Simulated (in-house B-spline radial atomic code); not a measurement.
# Ionising Cs5+ with different functionals

Computed with a radial B-spline atomic code at the basis-set limit: scalar-relativistic (spin-free X2C) Hamiltonian, Fermi nucleus of rms radius 4.8041 fm, spin-polarised at highest spin, spherical fractional occupations for the functionals, and exact exchange of hybrids averaged over the configuration. The ionisation energy is the difference of two self-consistent energies, [Kr] 4d10 5s2 5p2 → [Kr] 4d10 5s2 5p1, without Breit or QED terms; ε is the level of the shell that loses the electron (its least bound occupied spin orbital). There is no spin-orbit coupling in this Hamiltonian.

```csv
method,rung,ΔSCF (eV),-ε(5p) (eV)
PBE0,global hybrid,69.74,65.38
B3LYP,global hybrid,69.78,65.02
TPSSh,global hybrid,69.70,64.46
BHandHLYP,global hybrid,69.64,66.74
r2SCAN0,global hybrid,69.95,65.69
B97-1,global hybrid,69.56,64.97
HSE06,range-separated hybrid,69.68,64.89
wB97X,range-separated hybrid,69.41,67.66
CAM-B3LYP,range-separated hybrid,69.80,66.83
LC-wPBE,range-separated hybrid,69.81,68.44
```

Task: Among the functionals, which spreads more, the ΔSCF values or the orbital energies?

Result: The orbital energies: ΔSCF values span about 0.54 eV and the orbital energies 3.98 eV; here energy differences depend much less on the functional than eigenvalues do.

Task: How do they compare with the NIST value?

Result: NIST lists 69 eV ± 2 (tabulated theory, ground level to ground level). Errors run from +0.31 to +0.85 eV; all lie within about twice that uncertainty, so the table can't rank the methods.
